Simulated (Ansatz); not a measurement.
Ansatz (an electronic-structure program) input (B3LYP-D3(BJ)/def2-TZVP):

Ansatz 0.2 input:
```yaml
crystal:
  periodic: [false, false, false]
  atoms:
    - {symbol: Cs, position_ang: [-0.00000000, -0.00000000, -1.88345197]}
    - {symbol: Au, position_ang: [0.00000000, 0.00000000, 1.31126403]}
basis:
  gaussian:
    orbitals: def2-TZVP
hamiltonian:
  xc: b3lyp
  dispersion: d3bj
phonons: {temperatures: {t_min: 298.15, t_max: 298.15, t_step: 100}}
```

Output:

```
Functional definition: B3LYP
integrals: 0.03 GiB planned
721 factors; integrals over basis functions are off by at most 3.3e-4 eV
mean field: 0.20 GiB planned
mean field evaluation 1: about -4242.3548 eV, gradient 3.3e1 eV
mean field evaluation 2: about -3981.5912 eV, gradient 3.0e2 eV
mean field evaluation 4: about -4244.9246 eV, gradient 6.3e0 eV
mean field evaluation 8: about -4245.0272 eV, gradient 7.7e-2 eV
mean field -4245.02723224 eV, -156.0018734020 hartree, gradient 4.0e-5 eV, S^2 0.000000; 0 other end points of the search recorded, 0 dependent functions left out
the calculation of the forces begins
reference -4245.02745249 eV, -156.0018814962 hartree; 14, 14 occupied and 55, 55 virtual orbitals, 721 factors
these checks for a lower state are left out or cut short: stability, starts, cluster_reference, orbital_swaps, neighbouring_geometries, increment
integrals: 0.03 GiB planned
721 factors; integrals over basis functions are off by at most 3.3e-4 eV
mean field: 0.20 GiB planned
mean field evaluation 16: about -4245.0269 eV, gradient 3.1e-2 eV
mean field -4245.02723224 eV, -156.0018734021 hartree, gradient 9.1e-7 eV, S^2 0.000000; 0 other end points of the search recorded, 0 dependent functions left out
the calculation of the forces begins
reference -4245.02745250 eV, -156.0018814962 hartree; 14, 14 occupied and 55, 55 virtual orbitals, 721 factors
these checks for a lower state are left out or cut short: stability, starts, cluster_reference, orbital_swaps, neighbouring_geometries, increment
integrals: 0.03 GiB planned
721 factors; integrals over basis functions are off by at most 3.3e-4 eV
mean field: 0.20 GiB planned
mean field -4245.02723224 eV, -156.0018734021 hartree, gradient 9.1e-7 eV, S^2 0.000000; 0 other end points of the search recorded, 0 dependent functions left out
the calculation of the forces begins
reference -4245.02745250 eV, -156.0018814962 hartree; 14, 14 occupied and 55, 55 virtual orbitals, 721 factors
these checks for a lower state are left out or cut short: stability, starts, cluster_reference, orbital_swaps, neighbouring_geometries, increment
integrals: 0.03 GiB planned
721 factors; integrals over basis functions are off by at most 3.3e-4 eV
mean field: 0.20 GiB planned
mean field evaluation 32: about -4245.0272 eV, gradient 6.4e-6 eV
mean field -4245.02723224 eV, -156.0018734021 hartree, gradient 9.1e-7 eV, S^2 0.000000; 0 other end points of the search recorded, 0 dependent functions left out
the calculation of the forces begins
reference -4245.02745250 eV, -156.0018814962 hartree; 14, 14 occupied and 55, 55 virtual orbitals, 721 factors
these checks for a lower state are left out or cut short: stability, starts, cluster_reference, orbital_swaps, neighbouring_geometries, increment
integrals: 0.03 GiB planned
721 factors; integrals over basis functions are off by at most 3.3e-4 eV
mean field: 0.20 GiB planned
mean field -4245.02723224 eV, -156.0018734021 hartree, gradient 9.1e-7 eV, S^2 0.000000; 0 other end points of the search recorded, 0 dependent functions left out
the calculation of the forces begins
reference -4245.02745250 eV, -156.0018814962 hartree; 14, 14 occupied and 55, 55 virtual orbitals, 721 factors
these checks for a lower state are left out or cut short: stability, starts, cluster_reference, orbital_swaps, neighbouring_geometries, increment
integrals: 0.03 GiB planned
721 factors; integrals over basis functions are off by at most 3.3e-4 eV
mean field: 0.20 GiB planned
mean field -4245.02721807 eV, -156.0018728813 hartree, gradient 1.2e-6 eV, S^2 0.000000; 0 other end points of the search recorded, 0 dependent functions left out
the calculation of the forces begins
reference -4245.02743829 eV, -156.0018809741 hartree; 14, 14 occupied and 55, 55 virtual orbitals, 721 factors
these checks for a lower state are left out or cut short: stability, starts, cluster_reference, orbital_swaps, neighbouring_geometries, increment
integrals: 0.03 GiB planned
721 factors; integrals over basis functions are off by at most 3.3e-4 eV
mean field: 0.20 GiB planned
mean field -4245.02723096 eV, -156.0018733550 hartree, gradient 1.2e-6 eV, S^2 0.000000; 0 other end points of the search recorded, 0 dependent functions left out
the calculation of the forces begins
reference -4245.02745125 eV, -156.0018814506 hartree; 14, 14 occupied and 55, 55 virtual orbitals, 721 factors
these checks for a lower state are left out or cut short: stability, starts, cluster_reference, orbital_swaps, neighbouring_geometries, increment
integrals: 0.03 GiB planned
721 factors; integrals over basis functions are off by at most 3.3e-4 eV
mean field: 0.20 GiB planned
mean field evaluation 64: about -4245.0272 eV, gradient 9.1e-7 eV
mean field -4245.02723224 eV, -156.0018734021 hartree, gradient 9.1e-7 eV, S^2 0.000000; 0 other end points of the search recorded, 0 dependent functions left out
the calculation of the forces begins
reference -4245.02745250 eV, -156.0018814962 hartree; 14, 14 occupied and 55, 55 virtual orbitals, 721 factors
these checks for a lower state are left out or cut short: stability, starts, cluster_reference, orbital_swaps, neighbouring_geometries, increment
integrals: 0.03 GiB planned
721 factors; integrals over basis functions are off by at most 3.3e-4 eV
mean field: 0.20 GiB planned
mean field -4245.02723224 eV, -156.0018734021 hartree, gradient 9.1e-7 eV, S^2 0.000000; 0 other end points of the search recorded, 0 dependent functions left out
the calculation of the forces begins
reference -4245.02745250 eV, -156.0018814962 hartree; 14, 14 occupied and 55, 55 virtual orbitals, 721 factors
these checks for a lower state are left out or cut short: stability, starts, cluster_reference, orbital_swaps, neighbouring_geometries, increment
integrals: 0.03 GiB planned
721 factors; integrals over basis functions are off by at most 3.3e-4 eV
mean field: 0.20 GiB planned
mean field -4245.02723224 eV, -156.0018734021 hartree, gradient 9.1e-7 eV, S^2 0.000000; 0 other end points of the search recorded, 0 dependent functions left out
the calculation of the forces begins
reference -4245.02745250 eV, -156.0018814962 hartree; 14, 14 occupied and 55, 55 virtual orbitals, 721 factors
these checks for a lower state are left out or cut short: stability, starts, cluster_reference, orbital_swaps, neighbouring_geometries, increment
integrals: 0.03 GiB planned
721 factors; integrals over basis functions are off by at most 3.3e-4 eV
mean field: 0.20 GiB planned
mean field -4245.02723224 eV, -156.0018734021 hartree, gradient 9.1e-7 eV, S^2 0.000000; 0 other end points of the search recorded, 0 dependent functions left out
the calculation of the forces begins
reference -4245.02745250 eV, -156.0018814962 hartree; 14, 14 occupied and 55, 55 virtual orbitals, 721 factors
these checks for a lower state are left out or cut short: stability, starts, cluster_reference, orbital_swaps, neighbouring_geometries, increment
integrals: 0.03 GiB planned
721 factors; integrals over basis functions are off by at most 3.3e-4 eV
mean field: 0.20 GiB planned
mean field -4245.02723096 eV, -156.0018733550 hartree, gradient 1.2e-6 eV, S^2 0.000000; 0 other end points of the search recorded, 0 dependent functions left out
the calculation of the forces begins
reference -4245.02745125 eV, -156.0018814506 hartree; 14, 14 occupied and 55, 55 virtual orbitals, 721 factors
these checks for a lower state are left out or cut short: stability, starts, cluster_reference, orbital_swaps, neighbouring_geometries, increment
integrals: 0.03 GiB planned
721 factors; integrals over basis functions are off by at most 3.3e-4 eV
mean field: 0.20 GiB planned
mean field evaluation 96: about -4245.0272 eV, gradient 3.3e-5 eV
mean field -4245.02721807 eV, -156.0018728813 hartree, gradient 1.2e-6 eV, S^2 0.000000; 0 other end points of the search recorded, 0 dependent functions left out
the calculation of the forces begins
reference -4245.02743829 eV, -156.0018809741 hartree; 14, 14 occupied and 55, 55 virtual orbitals, 721 factors
Total energy: -4245.09045231 eV, -156.0041966969 hartree
Atom 0 at    -0.000000    -0.000000    -1.883452 Å, force    -0.000000    -0.000000     0.000566 eV/Å
Atom 1 at     0.000000     0.000000     1.311264 Å, force     0.000000     0.000000    -0.000566 eV/Å
Dipole moment:    -0.000000     0.000000    -2.113358 e Å
Vibrations: 92.15 cm⁻¹, zero-point energy 0.005712 eV
```
